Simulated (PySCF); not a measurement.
MeOCOCH(CF3)2, C₅H₄F₆O₂.
SMILES with atom numbers: `[CH3:1][O:2][C:3](=[O:4])[CH:5]([C:6]([F:7])([F:8])[F:9])[C:10]([F:11])([F:12])[F:13]` (hydrogens: H14, H15, H16 on C1; H17 on C5)

The same species was optimised twice, with GFN2-xTB and with PBE0-D3(BJ)/def2-SVP (PySCF), and the same property calculations (PySCF, gas phase) were run on both structures.

```json
{"coordinate": "C3–C5 (Å)", "GFN2-xTB": "1.554", "PBE0-D3(BJ)/def2-SVP": "1.524", "change": "-0.030"}
{"coordinate": "O2–C3 (Å)", "GFN2-xTB": "1.315", "PBE0-D3(BJ)/def2-SVP": "1.325", "change": "+0.010"}
{"coordinate": "C1–O2 (Å)", "GFN2-xTB": "1.428", "PBE0-D3(BJ)/def2-SVP": "1.422", "change": "-0.006"}
{"coordinate": "C5–C10 (Å)", "GFN2-xTB": "1.531", "PBE0-D3(BJ)/def2-SVP": "1.526", "change": "-0.005"}
{"coordinate": "C5–C6 (Å)", "GFN2-xTB": "1.531", "PBE0-D3(BJ)/def2-SVP": "1.526", "change": "-0.005"}
{"coordinate": "C6–F9 (Å)", "GFN2-xTB": "1.330", "PBE0-D3(BJ)/def2-SVP": "1.325", "change": "-0.005"}
{"coordinate": "C10–F11 (Å)", "GFN2-xTB": "1.330", "PBE0-D3(BJ)/def2-SVP": "1.325", "change": "-0.005"}
{"coordinate": "C3=O4 (Å)", "GFN2-xTB": "1.194", "PBE0-D3(BJ)/def2-SVP": "1.198", "change": "+0.004"}
{"coordinate": "C10–F12 (Å)", "GFN2-xTB": "1.335", "PBE0-D3(BJ)/def2-SVP": "1.331", "change": "-0.004"}
{"coordinate": "C6–F7 (Å)", "GFN2-xTB": "1.335", "PBE0-D3(BJ)/def2-SVP": "1.332", "change": "-0.003"}
{"coordinate": "C10–F13 (Å)", "GFN2-xTB": "1.339", "PBE0-D3(BJ)/def2-SVP": "1.335", "change": "-0.004"}
{"coordinate": "C6–F8 (Å)", "GFN2-xTB": "1.339", "PBE0-D3(BJ)/def2-SVP": "1.335", "change": "-0.004"}
{"coordinate": "O2–C3–O4 (°)", "GFN2-xTB": "127.1", "PBE0-D3(BJ)/def2-SVP": "125.3", "change": "-1.8"}
{"coordinate": "C3–C5–C6 (°)", "GFN2-xTB": "110.4", "PBE0-D3(BJ)/def2-SVP": "112.2", "change": "+1.8"}
{"coordinate": "C3–C5–C10 (°)", "GFN2-xTB": "110.1", "PBE0-D3(BJ)/def2-SVP": "111.9", "change": "+1.8"}
{"coordinate": "C6–C5–C10 (°)", "GFN2-xTB": "112.1", "PBE0-D3(BJ)/def2-SVP": "113.5", "change": "+1.4"}
{"coordinate": "C5–C10–F12 (°)", "GFN2-xTB": "111.8", "PBE0-D3(BJ)/def2-SVP": "110.5", "change": "-1.3"}
{"coordinate": "F12–C10–F13 (°)", "GFN2-xTB": "106.7", "PBE0-D3(BJ)/def2-SVP": "108.0", "change": "+1.3"}
{"coordinate": "O2–C3–C5 (°)", "GFN2-xTB": "110.2", "PBE0-D3(BJ)/def2-SVP": "111.4", "change": "+1.2"}
{"coordinate": "C5–C6–F7 (°)", "GFN2-xTB": "111.7", "PBE0-D3(BJ)/def2-SVP": "110.5", "change": "-1.2"}
{"coordinate": "C1–O2–C3–O4 (°)", "GFN2-xTB": "0", "PBE0-D3(BJ)/def2-SVP": "1", "change": "+1"}
{"coordinate": "O2–C3–C5–C6 (°)", "GFN2-xTB": "62", "PBE0-D3(BJ)/def2-SVP": "61", "change": "-1"}
{"coordinate": "C3–C5–C6–F7 (°)", "GFN2-xTB": "172", "PBE0-D3(BJ)/def2-SVP": "165", "change": "-7"}
{"coordinate": "C3–C5–C10–F11 (°)", "GFN2-xTB": "68", "PBE0-D3(BJ)/def2-SVP": "71", "change": "+3"}
```

Rotational constants: A = 932.5, B = 795.5, C = 575.9 MHz (GFN2-xTB) against A = 942.3, B = 787.2, C = 572.9 MHz (PBE0-D3(BJ)/def2-SVP).

On the GFN2-xTB structure: HOMO (eV) -8.95 [PBE0/pcSseg-1]; LUMO (eV) -0.59 [PBE0/pcSseg-1]; dipole (D) 2.06 [PBE0/pcSseg-1]; GIAO shielding of C1 (ppm) 131.5 [PBE0/pcSseg-1]; GIAO shielding of O2 (ppm) 143.2 [PBE0/pcSseg-1]; GIAO shielding of C3 (ppm) 20.9 [PBE0/pcSseg-1]; GIAO shielding of O4 (ppm) -125.1 [PBE0/pcSseg-1]; GIAO shielding of C5 (ppm) 125.0 [PBE0/pcSseg-1]; GIAO shielding of C6/C10 (mean) (ppm) 56.1 [PBE0/pcSseg-1]; GIAO shielding of F7 (×6) (mean) (ppm) 248.4 [PBE0/pcSseg-1].

Task: What do these properties become on the PBE0-D3(BJ)/def2-SVP structure?

Result: 
```json
{"property": "HOMO (eV)", "level": "PBE0/pcSseg-1", "on GFN2-xTB": "-8.95", "on PBE0-D3(BJ)/def2-SVP": "-8.93", "change": "+0.02"}
{"property": "LUMO (eV)", "level": "PBE0/pcSseg-1", "on GFN2-xTB": "-0.59", "on PBE0-D3(BJ)/def2-SVP": "-0.65", "change": "-0.06"}
{"property": "dipole (D)", "level": "PBE0/pcSseg-1", "on GFN2-xTB": "2.06", "on PBE0-D3(BJ)/def2-SVP": "1.88", "change": "-0.18"}
{"property": "energy, GFN2-xTB geometry as zero (kcal/mol)", "level": "PBE0/pcSseg-1", "on GFN2-xTB": "0.0", "on PBE0-D3(BJ)/def2-SVP": "-1.1", "change": "-1.1"}
{"property": "GIAO shielding of C1 (ppm)", "level": "PBE0/pcSseg-1", "on GFN2-xTB": "131.5", "on PBE0-D3(BJ)/def2-SVP": "130.4", "change": "-1.1"}
{"property": "GIAO shielding of O2 (ppm)", "level": "PBE0/pcSseg-1", "on GFN2-xTB": "143.2", "on PBE0-D3(BJ)/def2-SVP": "137.8", "change": "-5.4"}
{"property": "GIAO shielding of C3 (ppm)", "level": "PBE0/pcSseg-1", "on GFN2-xTB": "20.9", "on PBE0-D3(BJ)/def2-SVP": "18.6", "change": "-2.3"}
{"property": "GIAO shielding of O4 (ppm)", "level": "PBE0/pcSseg-1", "on GFN2-xTB": "-125.1", "on PBE0-D3(BJ)/def2-SVP": "-140.8", "change": "-15.7"}
{"property": "GIAO shielding of C5 (ppm)", "level": "PBE0/pcSseg-1", "on GFN2-xTB": "125.0", "on PBE0-D3(BJ)/def2-SVP": "125.9", "change": "+0.9"}
{"property": "GIAO shielding of C6/C10 (mean) (ppm)", "level": "PBE0/pcSseg-1", "on GFN2-xTB": "56.1", "on PBE0-D3(BJ)/def2-SVP": "57.6", "change": "+1.5"}
{"property": "GIAO shielding of F7 (×6) (mean) (ppm)", "level": "PBE0/pcSseg-1", "on GFN2-xTB": "248.4", "on PBE0-D3(BJ)/def2-SVP": "252.0", "change": "+3.6"}
```

The heavy atoms differ by 0.078 Å rms after alignment. Among bonds between heavy atoms C3–C5 changes most (-0.030 Å). Changes are differences of the printed values. Neither structure is proved a minimum here.

The values belong to the conformer `[CH3:1][O:2][C:3](=[O:4])[CH:5]([C:6]([F:7])([F:8])[F:9])[C:10]([F:11])([F:12])[F:13]`: C1–O2–C3–O4 1°, O2–C3–C5–C6 61°, C3–C5–C6–F7 165°, C3–C5–C10–F11 71°.
